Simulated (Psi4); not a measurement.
C6H13Se (SMILES C[C](C)[Se]C(C)C), doublet, at a GFN2-xTB geometry; Psi4 with PBE/STO-3G.

Input for Psi4:
```
memory 2 GB

molecule {
0 2
  C     1.94334219    1.38860268   -0.28773995
  C     1.42322403    0.00651753   -0.50497977
  C     2.38649126   -0.99508788   -1.05124756
  Se   -0.00060149   -0.65330231    0.51682119
  C    -1.38335435    0.78929006    0.18216666
  C    -1.61351398    0.92845503   -1.30871405
  C    -2.64246427    0.41004159    0.93881950
  H     2.32774314    1.79285652   -1.22564167
  H     1.17290821    2.05871070    0.08624706
  H     2.77241036    1.39072253    0.42794709
  H     1.91778393   -1.97371926   -1.13989268
  H     3.27770460   -1.09350350   -0.42338676
  H     2.72637396   -0.67825055   -2.03953179
  H    -0.96191735    1.71015034    0.59548622
  H    -0.67342400    1.11714705   -1.82478228
  H    -2.05044550    0.01609759   -1.71063780
  H    -2.29316886    1.75614836   -1.50741463
  H    -3.39696858    1.18656050    0.82046144
  H    -3.04757004   -0.52664462    0.55861293
  H    -2.43332870    0.28908892    2.00078327
}

set basis sto-3g
set reference uks
set dft_radial_points 35

energy('pbe')
print_variables()
```

It wrote (shortened):

```
   => Loading Basis Set <=

    Name: STO-3G
    Role: ORBITAL
    Keyword: BASIS

         ---------------------------------------------------------
                                   SCF
               by Justin Turney, Rob Parrish, Andy Simmonett
                          and Daniel G. A. Smith
                              UKS Reference
         ---------------------------------------------------------

  ==> Geometry <==

    Molecular point group: c1
    Full point group: C1

    Geometry (in Angstrom), charge = 0, multiplicity = 2:

       Center              X                  Y                   Z               Mass
    ------------   -----------------  -----------------  -----------------  -----------------
         C            1.939405950387     1.478140204748    -0.357419201156    12.000000000000
         C            1.419287790387     0.096055054748    -0.574659021156    12.000000000000
         C            2.382555020387    -0.905550355252    -1.120926811156    12.000000000000
         SE          -0.004537729613    -0.563764785252     0.447141938844    79.916521800000
         C           -1.387290589613     0.878827584748     0.112487408844    12.000000000000
         C           -1.617450219613     1.017992554748    -1.378393301156    12.000000000000
         C           -2.646400509613     0.499579114748     0.869140248844    12.000000000000
         H            2.323806900387     1.882394044748    -1.295320921156     1.007825032230
         H            1.168971970387     2.148248224748     0.016567808844     1.007825032230
         H            2.768474120387     1.480260054748     0.358267838844     1.007825032230
         H            1.913847690387    -1.884181735252    -1.209571931156     1.007825032230
         H            3.273768360387    -1.003965975252    -0.493066011156     1.007825032230
         H            2.722437720387    -0.588713025252    -2.109211041156     1.007825032230
         H           -0.965853589613     1.799687864748     0.525806968844     1.007825032230
         H           -0.677360239613     1.206684574748    -1.894461531156     1.007825032230
         H           -2.054381739613     0.105635114748    -1.780317051156     1.007825032230
         H           -2.297105099613     1.845685884748    -1.577093881156     1.007825032230
         H           -3.400904819613     1.276098024748     0.750782188844     1.007825032230
         H           -3.051506279613    -0.437107095252     0.488933678844     1.007825032230
         H           -2.437264939613     0.378626444748     1.931104018844     1.007825032230

  Running in c1 symmetry.

  Rotational constants: A =      0.09345  B =      0.03980  C =      0.03357 [cm^-1]
  Rotational constants: A =   2801.46345  B =   1193.30524  C =   1006.47429 [MHz]
  Nuclear repulsion =  552.684326920509648

  Charge       = 0
  Multiplicity = 2
  Electrons    = 83
  Nalpha       = 42
  Nbeta        = 41

  ==> Algorithm <==

  SCF Algorithm Type is DF.
  DIIS enabled.
  MOM disabled.
  Fractional occupation disabled.
  Guess Type is SAD.
  Energy threshold   = 1.00e-06
  Density threshold  = 1.00e-06
  Integral threshold = 1.00e-12

  ==> Primary Basis <==

  Basis Set: STO-3G
    Blend: STO-3G
    Number of shells: 39
    Number of basis functions: 61
    Number of Cartesian functions: 62
    Spherical Harmonics?: true
    Max angular momentum: 2

  ==> DFT Potential <==

   => LibXC <=

    Version 7.1.2
    S. Lehtola, C. Steigemann, M. J. T. Oliveira, and M. A. L. Marques,  SoftwareX 7, 1–5 (2018) (10.1016/j.softx.2017.11.002)

   => Composite Functional: PBE <=

    PBE GGA Exchange-Correlation Functional

    J.P. Perdew et. al., Phys. Rev. Lett., 77(18), 3865-3868, 1996

    Deriv               =              1
    GGA                 =           TRUE
    Meta                =          FALSE

    Exchange Hybrid     =          FALSE
    MP2 Hybrid          =          FALSE

   => Exchange Functionals <=

[...]

  ==> Pre-Iterations <==

  SCF Guess: Superposition of Atomic Densities via on-the-fly atomic UHF (no occupation information).

   -------------------------
    Irrep   Nso     Nmo
   -------------------------
     A         61      61
   -------------------------
    Total      61      61
   -------------------------

  ==> Iterations <==

                           Total Energy        Delta E     RMS |[F,P]|

   @DF-UKS iter SAD: -2603.06218419099969   -2.60306e+03   0.00000e+00
   @DF-UKS iter   1: -2607.52049543561316   -4.45831e+00   7.17814e-03 DIIS/ADIIS
   @DF-UKS iter   2: -2607.07073036670681    4.49765e-01   1.33141e-02 DIIS/ADIIS
   @DF-UKS iter   3: -2607.67907884477972   -6.08348e-01   2.38938e-03 DIIS/ADIIS
   @DF-UKS iter   4: -2607.69106759247779   -1.19887e-02   1.26295e-03 DIIS/ADIIS
   @DF-UKS iter   5: -2607.69493796683719   -3.87037e-03   2.79957e-04 DIIS/ADIIS
   @DF-UKS iter   6: -2607.69520363450692   -2.65668e-04   6.84820e-05 DIIS
   @DF-UKS iter   7: -2607.69521465390153   -1.10194e-05   2.20515e-05 DIIS
   @DF-UKS iter   8: -2607.69521599302743   -1.33913e-06   4.15852e-06 DIIS
   @DF-UKS iter   9: -2607.69521606303897   -7.00115e-08   1.03276e-06 DIIS
   @DF-UKS iter  10: -2607.69521606752551   -4.48654e-09   2.39474e-07 DIIS
  Energy and wave function converged.

  ==> Post-Iterations <==

   Electrons on quadrature grid:
      Nalpha   =   41.9984257377 ; deviation = -1.574e-03
      Nbeta    =   40.9984263462 ; deviation = -1.574e-03
      Ntotal   =   82.9968520840 ; deviation = -3.148e-03

   @Spin Contamination Metric:   3.297961678E-03
   @S^2 Expected:                7.500000000E-01
   @S^2 Observed:                7.532979617E-01
   @S   Expected:                5.000000000E-01
   @S   Observed:                5.000000000E-01

    Orbital Energies [Eh]
    ---------------------

    Alpha Occupied:

[...]
    Alpha Virtual:

[...]
      61A      0.515052

    Beta Occupied:

[...]
    Beta Virtual:

[...]
    Final Occupation by Irrep:
              A
    DOCC [    41 ]
    SOCC [     1 ]
    NA   [    42 ]
    NB   [    41 ]

  @DF-UKS Final Energy: -2607.69521606752551

   => Energetics <=

    Nuclear Repulsion Energy =            552.6843269205096476
    One-Electron Energy =               -4739.5156580377115461
    Two-Electron Energy =                1703.6701311337965308
    DFT Exchange-Correlation Energy =    -124.5340160841198980
    Empirical Dispersion Energy =           0.0000000000000000
    VV10 Nonlocal Energy =                  0.0000000000000000
    Total Energy =                      -2607.6952160675255072

  UHF NO Occupations:
  HONO-2 :   40  A 1.9994771
  HONO-1 :   41  A 1.9993865
  HONO-0 :   42  A 1.0000000
  LUNO+0 :   43  A 0.0006135
  LUNO+1 :   44  A 0.0005229
  LUNO+2 :   45  A 0.0002330
  LUNO+3 :   46  A 0.0001847

Computation Completed

Properties will be evaluated at   0.000000,   0.000000,   0.000000 [a0]

Properties computed using the SCF density matrix

 Multipole Moments:

 ------------------------------------------------------------------------------------
     Multipole            Electronic (a.u.)      Nuclear  (a.u.)        Total (a.u.)
 ------------------------------------------------------------------------------------

 L = 1.  Multiply by 2.5417464519 to convert [e a0] to [Debye]
 Dipole X            :          0.4959343           -0.6173888           -0.1214545
 Dipole Y            :        -13.6111746           14.0437164            0.4325418
 Dipole Z            :         10.7992419          -10.9290005           -0.1297586
 Magnitude           :                                                    0.4676333

 ------------------------------------------------------------------------------------

  Variable Map:
  ----------------------------------------------------------------------------
[...]
  Array Variable Map:
  ----------------------------------------------------------------------------
[...]
[...]
```
